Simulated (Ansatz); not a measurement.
The lowest singlet and triplet of CH2S (SMILES C=S); geometries from B3LYP-D3(BJ)/def2-TZVP, each state relaxed from the structure named, with no frequency check.
Singlet (charge 0, multiplicity 1):
```xyz
4

C     -0.989     0.132     0.223
S      0.565    -0.075    -0.127
H     -1.561     0.979    -0.152
H     -1.540    -0.565     0.852
```

```json
[
 {"level": "U-HF/cc-pV(Q+d)Z (spin-contaminated)", "gap E(singlet) − E(triplet), vertical, at the singlet's geometry (kcal/mol)": "-25.17", "cost": "-"},
 {"level": "R-SVWN5/def2-TZVPP", "gap E(singlet) − E(triplet), vertical, at the singlet's geometry (kcal/mol)": "-42.66", "cost": "×0.7"},
 {"level": "U-SVWN5/def2-TZVPP", "gap E(singlet) − E(triplet), vertical, at the singlet's geometry (kcal/mol)": "-42.66", "cost": "×1"},
 {"level": "R-PBE/def2-TZVPP", "gap E(singlet) − E(triplet), vertical, at the singlet's geometry (kcal/mol)": "-40.30", "cost": "×1"},
 {"level": "U-PBE/def2-TZVPP", "gap E(singlet) − E(triplet), vertical, at the singlet's geometry (kcal/mol)": "-40.30", "cost": "×2"},
 {"level": "R-r2SCAN/def2-TZVPP", "gap E(singlet) − E(triplet), vertical, at the singlet's geometry (kcal/mol)": "-35.67", "cost": "×2"},
 {"level": "U-r2SCAN/def2-TZVPP", "gap E(singlet) − E(triplet), vertical, at the singlet's geometry (kcal/mol)": "-35.67", "cost": "×3"},
 {"level": "R-B3LYP/def2-TZVPP", "gap E(singlet) − E(triplet), vertical, at the singlet's geometry (kcal/mol)": "-40.11", "cost": "×1"},
 {"level": "U-PBE0/def2-TZVPP", "gap E(singlet) − E(triplet), vertical, at the singlet's geometry (kcal/mol)": "-37.74", "cost": "×2"},
 {"level": "R-BHLYP/def2-TZVPP", "gap E(singlet) − E(triplet), vertical, at the singlet's geometry (kcal/mol)": "-36.51", "cost": "×1"},
 {"level": "U-BHLYP/def2-TZVPP", "gap E(singlet) − E(triplet), vertical, at the singlet's geometry (kcal/mol)": "-36.51", "cost": "×3"},
 {"level": "R-wB97X-V/def2-TZVPP", "gap E(singlet) − E(triplet), vertical, at the singlet's geometry (kcal/mol)": "-40.74", "cost": "×3"},
 {"level": "U-wB97X-V/def2-TZVPP", "gap E(singlet) − E(triplet), vertical, at the singlet's geometry (kcal/mol)": "-40.74", "cost": "×5"},
 {"level": "R-wB97M-V/def2-TZVPP", "gap E(singlet) − E(triplet), vertical, at the singlet's geometry (kcal/mol)": "-43.07", "cost": "×4"},
 {"level": "U-wB97M-V/def2-TZVPP", "gap E(singlet) − E(triplet), vertical, at the singlet's geometry (kcal/mol)": "-43.07", "cost": "×5"},
 {"level": "R-B2PLYP/def2-TZVPP", "gap E(singlet) − E(triplet), vertical, at the singlet's geometry (kcal/mol)": "-42.41", "cost": "×2"},
 {"level": "R-MP2/cc-pV(D+d)Z", "gap E(singlet) − E(triplet), vertical, at the singlet's geometry (kcal/mol)": "-47.56", "cost": "-"},
 {"level": "R-MP2/cc-pV(T+d)Z", "gap E(singlet) − E(triplet), vertical, at the singlet's geometry (kcal/mol)": "-47.62", "cost": "-"},
 {"level": "R-SCS-MP2/cc-pV(D+d)Z", "gap E(singlet) − E(triplet), vertical, at the singlet's geometry (kcal/mol)": "-48.01", "cost": "-"},
 {"level": "R-SCS-MP2/cc-pV(T+d)Z", "gap E(singlet) − E(triplet), vertical, at the singlet's geometry (kcal/mol)": "-48.53", "cost": "-"},
 {"level": "U-SCS-MP2/cc-pV(T+d)Z (spin-contaminated)", "gap E(singlet) − E(triplet), vertical, at the singlet's geometry (kcal/mol)": "-38.82", "cost": "-"},
 {"level": "R-SCS-MP2/cc-pV(Q+d)Z", "gap E(singlet) − E(triplet), vertical, at the singlet's geometry (kcal/mol)": "-49.30", "cost": "-"},
 {"level": "R-CCSD/cc-pV(D+d)Z", "gap E(singlet) − E(triplet), vertical, at the singlet's geometry (kcal/mol)": "-43.52", "cost": "-"},
 {"level": "U-CCSD/cc-pV(D+d)Z (spin-contaminated)", "gap E(singlet) − E(triplet), vertical, at the singlet's geometry (kcal/mol)": "-43.15", "cost": "-"},
 {"level": "R-CCSD/cc-pV(T+d)Z", "gap E(singlet) − E(triplet), vertical, at the singlet's geometry (kcal/mol)": "-42.41", "cost": "-"},
 {"level": "R-CCSD/cc-pV(Q+d)Z", "gap E(singlet) − E(triplet), vertical, at the singlet's geometry (kcal/mol)": "-42.53", "cost": "-"},
 {"level": "U-CCSD/cc-pV(Q+d)Z (spin-contaminated)", "gap E(singlet) − E(triplet), vertical, at the singlet's geometry (kcal/mol)": "-41.99", "cost": "-"},
 {"level": "R-CCSD(T)/cc-pV(D+d)Z", "gap E(singlet) − E(triplet), vertical, at the singlet's geometry (kcal/mol)": "-45.95", "cost": "×0.9"},
 {"level": "U-CCSD(T)/cc-pV(D+d)Z (spin-contaminated)", "gap E(singlet) − E(triplet), vertical, at the singlet's geometry (kcal/mol)": "-45.41", "cost": "×2"},
 {"level": "R-CCSD(T)/cc-pV(T+d)Z", "gap E(singlet) − E(triplet), vertical, at the singlet's geometry (kcal/mol)": "-45.13", "cost": "×4"},
 {"level": "U-CCSD(T)/cc-pV(Q+d)Z (spin-contaminated)", "gap E(singlet) − E(triplet), vertical, at the singlet's geometry (kcal/mol)": "-44.67", "cost": "×30"},
 {"level": "R-CCSDT/cc-pV(D+d)Z", "gap E(singlet) − E(triplet), vertical, at the singlet's geometry (kcal/mol)": "-45.79", "cost": "-"},
 {"level": "R-CCSDT(Q)/cc-pV(D+d)Z", "gap E(singlet) − E(triplet), vertical, at the singlet's geometry (kcal/mol)": "-46.07", "cost": "×20"},
 {"level": "SA-CASSCF(4,3)/cc-pV(T+d)Z", "gap E(singlet) − E(triplet), vertical, at the singlet's geometry (kcal/mol)": "-47.11", "cost": "-"},
 {"level": "SC-NEVPT2 on SA-CASSCF(4,3)/cc-pV(D+d)Z", "gap E(singlet) − E(triplet), vertical, at the singlet's geometry (kcal/mol)": "-46.86", "cost": "-"},
 {"level": "SC-NEVPT2 on SA-CASSCF(4,3)/cc-pV(Q+d)Z", "gap E(singlet) − E(triplet), vertical, at the singlet's geometry (kcal/mol)": "-45.87", "cost": "-"},
 {"level": "FIC-NEVPT4(SD) on SA-CASSCF(4,3)/cc-pV(T+d)Z", "gap E(singlet) − E(triplet), vertical, at the singlet's geometry (kcal/mol)": "-46.52", "cost": "-"},
 {"level": "FIC-NEVPT4(SD) on SA-CASSCF(4,3)/cc-pV(Q+d)Z", "gap E(singlet) − E(triplet), vertical, at the singlet's geometry (kcal/mol)": "-46.68", "cost": "-"},
 {"level": "FIC-MRCISD+Q on SA-CASSCF(4,3)/cc-pV(D+d)Z", "gap E(singlet) − E(triplet), vertical, at the singlet's geometry (kcal/mol)": "-47.66", "cost": "-"},
 {"level": "FIC-MRCISD+Q on SA-CASSCF(4,3)/cc-pV(Q+d)Z", "gap E(singlet) − E(triplet), vertical, at the singlet's geometry (kcal/mol)": "-47.22", "cost": "-"}
]
```

The rows run from -49.30 (R-SCS-MP2/cc-pV(Q+d)Z) to -25.17 kcal/mol (U-HF/cc-pV(Q+d)Z (spin-contaminated)). In cc-pV(Q+d)Z (spin-contaminated) the value moves U-HF -25.17, U-CCSD -41.99, U-CCSD(T) -44.67, a shift of -19.50 from U-HF to U-CCSD(T). From cc-pV(D+d)Z (spin-contaminated) to cc-pV(Q+d)Z (spin-contaminated) U-CCSD(T) changes by 0.74. The 8 R-functionals in def2-TZVPP without D3 or D4 span 7.40, from R-wB97M-V to R-r2SCAN.

A positive gap puts the triplet lower; no zero-point energy. R- takes a restricted singlet. U- takes an unrestricted singlet (broken symmetry where lower, unprojected). The triplet is unrestricted in single-reference levels. Active spaces average the two states.

Frozen-core correlation.

Doubts at one or more of the structures used: a restricted determinant that unrestricted orbitals would lower (R-MP2/cc-pV(D+d)Z, R-MP2/cc-pV(T+d)Z, R-SCS-MP2/cc-pV(D+d)Z, R-SCS-MP2/cc-pV(T+d)Z, R-SCS-MP2/cc-pV(Q+d)Z, R-CCSD/cc-pV(D+d)Z, R-CCSD/cc-pV(T+d)Z, R-CCSD/cc-pV(Q+d)Z, R-CCSD(T)/cc-pV(D+d)Z, R-CCSD(T)/cc-pV(T+d)Z, R-CCSDT/cc-pV(D+d)Z, R-CCSDT(Q)/cc-pV(D+d)Z); T1 above 0.05 (U-CCSD/cc-pV(D+d)Z (spin-contaminated), U-CCSD/cc-pV(Q+d)Z (spin-contaminated), U-CCSD(T)/cc-pV(D+d)Z (spin-contaminated), U-CCSD(T)/cc-pV(Q+d)Z (spin-contaminated)).

Programs: Ansatz (Gaussian orbitals). Each number belongs to the level named beside it.

Costs are rough ratios of core time to R-PBE/def2-TZVPP (about 4 s over the structures, on one shared machine); a dash marks a level with no comparable run of its own.

Ansatz is a quantum-chemistry and plane-wave program.
